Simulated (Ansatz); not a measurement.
F3GeHSe (`[F][Ge]([F])([F])[SeH]`) at its PBE0-D4/def2-TZVP geometry, where that method's forces vanish. Charge 0, multiplicity 1.

```xyz
6

F    -0.6105    0.3670    1.7071
Ge   -0.3750   -0.2889    0.1461
F    -1.6137    0.4120   -0.8006
F    -0.7162   -1.9591    0.2533
Se    1.7441    0.0055   -0.6970
H     1.5713    1.4635   -0.6088
```

(1) What forces (eV/Å) does r2SCAN-D4/def2-TZVPP give on these atoms in Ansatz 0.2.0? (An estimate is asked.)

Answers

(1) Computed: 
```
F1  -0.020  0.025  0.065
Ge2  0.078  0.013 -0.031
F3  -0.059  0.027 -0.033
F4  -0.013 -0.053  0.004
Se5  0.025  0.002 -0.010
H6  -0.012 -0.015  0.005
```
